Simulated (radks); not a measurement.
Results of a calculation; reference values are marked as such.
Task: All-electron atom: the scandium ion Sc+ in [Ar] 3d0.75 4s1 5s0.25 (fractional occupations, a model configuration). Code: a radial shooting solver on a logarithmic mesh with Libxc functionals. Model: scalar-relativistic Kohn-Sham, revPBE, spin-polarised, spherical densities, finite nucleus; open shells are filled with parallel spins first; Fermi nuclear charge, rms radius 3.5459 fm. Some entries of the table are withheld. Estimate them.

orbital  occ.  eigenvalue (hartree)  <r^2> (bohr^2)
1s up       1             -161.9602        0.007174
1s down     1             -161.9590        0.007174
2s up       1             -17.78655          0.1395
2s down     1             -17.77876          0.1394
2p up       3             -14.61666          0.1169
2p down     3             -14.61037          0.1168
3s up       1              -2.37659           1.325
3s down     1              -2.34779           1.320
3p up       3              -1.58594             (1)
3p down     3              -1.55579             (2)
3d up    0.75              -0.44883           3.424
3d down     0              -0.41185           3.223
4s up       1              -0.41068             (3)
4p up       0              -0.27449           17.54
5s up    0.25              -0.13836           66.42
4d up       0              -0.11907           51.93

Result: 
(1) 3p up <r^2> (bohr^2): 1.589
(2) 3p down <r^2> (bohr^2): 1.578
(3) 4s up <r^2> (bohr^2): 11.85
